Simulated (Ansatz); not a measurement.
B2H6OSi can be A, `BO[SiH2]B`, or B, `B[SiH](B)O`.

Gas-phase electronic energies from Ansatz, PBE0-D4/def2-TZVP geometries. CBS: MP2 limit from def2 TZ/QZ plus the TZ coupled-cluster correction, frozen cores. DFT in def2-TZVPP. One conformer a species, not always the lowest.

A:

```xyz
10

B    -1.4381    1.6222   -0.0521
O    -1.0764    0.3278   -0.0125
Si    0.2749   -0.4396    0.5868
B     1.2668   -1.4786   -0.8058
H    -0.7128    2.4662    0.4096
H    -2.4894    1.9008   -0.5575
H     1.1815    0.5755    1.2012
H    -0.1923   -1.3614    1.6595
H     2.2314   -2.1027   -0.4710
H     0.9546   -1.5102   -1.9582
```

B:

Z-matrix (Å, degrees):
```
Si
B 1 1.997
O 1 1.659 2 111.1
B 1 2.004 2 108.8 3 -129.4
H 1 1.506 2 106.1 3 120.4
H 2 1.196 1 118.4 3 -172.8
H 2 1.195 1 123.4 3 8.5
H 3 0.958 1 117.1 2 -170.6
H 4 1.197 1 118.7 2 -53.9
H 4 1.197 1 123.8 2 126.8
```

(1) Which isomer does CCSD(T)/CBS put lower? Give the gap. (An estimate is asked.)

(2) Give E(B) − E(A) in kJ/mol with PBE-D4, CCSD/def2-TZVPP, B2PLYP, CCSD(T)/def2-SVP, LDA (SPW92), HF/def2-TZVPP, CCSD(T)/def2-TZVPP. (Best estimate.)

(3) Does the order hold for the free energy at 298.15 K (harmonic terms from PBE0-D4)? (An estimate is asked.)

Largest T1 diagnostic: 0.014.

Results:

(1) Ansatz gave: A, by 160.1 kJ/mol.

(2) Ansatz gave: PBE-D4 146.0, CCSD/def2-TZVPP 163.1, B2PLYP 166.9, CCSD(T)/def2-SVP 184.6, LDA (SPW92) 152.8, HF/def2-TZVPP 177.8, CCSD(T)/def2-TZVPP 161.9. None reverses the order clearly.

(3) The calculation gave: Yes: G(B) − G(A) = +159.6 kJ/mol, for one conformer each. Modes under 60 cm⁻¹, often nearly free rotors, make the harmonic entropy too high.

From r2SCAN to r2SCAN0 (25 % exact exchange), in def2-TZVPP and without D4, E(B) − E(A) moves by +3.7 kJ/mol. At CCSD(T), def2-SVP lies +24.5 kJ/mol from the extrapolated value and def2-TZVPP +1.9 kJ/mol.
